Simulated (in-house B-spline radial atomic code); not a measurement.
Two electrons outside the bare core: B³⁺

Computed with a B-spline radial code for spherical atoms: configuration interaction (CI) of the two electrons, alone and with Breit and QED terms (there is no core, so MBPT adds nothing); no-pair Dirac Hamiltonian, finite nucleus. Labels give the configuration (outer n counted up each series) and the leading LS term, or the jj pair where no LS term holds 70 %.

Command:
```bash
python run_mb.py task.json out
```
Settings (nuclear radius in fm, box in bohr, cutoff in hartree):
```
basis_form          3
Z                   5
core_configuration  
rms_radius          2.406
mass_number         11
speed_of_light      137.036
box_radius          18.0
lmax                6
intervals           66
virtual_cutoff      300.0
```

Run time, properties included: 38 s on 1 thread of Intel(R) Xeon(R) 6975P-C, on a shared host.

Excitation energies (eV):

```
    level  purity of the LS term  CI alone  CI + MBPT + Breit + QED  Landé g of the LS mixture
  1s2 1S0                    1.0         0                        0                          -
 1s2s 3S1                    1.0    198.59                   198.54                       2.00
 1s2s 1S0                    1.0    202.83                   202.79                          -
1s2p 3P°1                    1.0    202.98                   202.93                       1.50
1s2p 3P°0                    1.0    202.98                   202.93                          -
1s2p 3P°2                    1.0    202.99                   202.94                       1.50
1s2p 1P°1                    1.0     205.6                   205.54                       1.00
 1s3s 3S1                    1.0    233.46                   233.41                       2.00
 1s3s 1S0                    1.0    234.58                   234.53                          -
1s3p 3P°1                    1.0    234.64                   234.58                       1.50
1s3p 3P°0                    1.0         ?                        ?                          ?
1s3p 3P°2                    1.0         ?                        ?                          ?
```

(1) Where does 1s3p 3P°0 lie?

(2) Where does 1s3p 3P°2 lie?

(3) What is the first ionisation energy?

Some electric-dipole lines (reduced elements in atomic units, length form; vacuum wavelengths from the computed energies):

| upper | lower | D bare (size) | D with core polarisation (size) | λ (nm) | A (s⁻¹) |
| --- | --- | --- | --- | --- | --- |
| 1s2p 3P°1 | 1s2 1S0 | 0.0012 | 0.0012 | 6.1097 | 4.2e+06 |
| 1s2p 3P°1 | 1s2s 3S1 | 1.23 | 1.23 | 282.51 | 4.5e+07 |
| 1s2p 3P°1 | 1s2s 1S0 | 0.00421 | 0.00421 | 8584.3 | 0.019 |
| 1s2p 3P°0 | 1s2s 3S1 | 0.711 | 0.711 | 282.3 | 4.6e+07 |
| 1s2p 3P°2 | 1s2s 3S1 | 1.59 | 1.59 | 282.13 | 4.6e+07 |
| 1s2p 1P°1 | 1s2 1S0 | 0.348 | 0.348 | 6.0321 | 3.7e+11 |
| 1s2p 1P°1 | 1s2s 3S1 | 0.00432 | 0.00432 | 177.15 | 2.3e+03 |
| 1s2p 1P°1 | 1s2s 1S0 | 1.3 | 1.3 | 450.08 | 1.3e+07 |
| 1s3p 3P°1 | 1s2 1S0 | 0.000536 | 0.000536 | 5.2853 | 1.3e+06 |
| 1s3p 3P°1 | 1s2s 3S1 | 0.574 | 0.574 | 34.4 | 5.5e+09 |

Weak lines are less accurate than strong ones.

Answers

(1) 234.63 eV in CI alone and 234.59 eV with all corrections.

(2) 234.64 eV in CI alone and 234.59 eV with all corrections; g = 1.50.

(3) 259.35 eV to the 1s1/2 state of the next ion (259.4 eV from CI alone). NIST lists 259.374379 ± 9e-06 eV (tabulated theory).
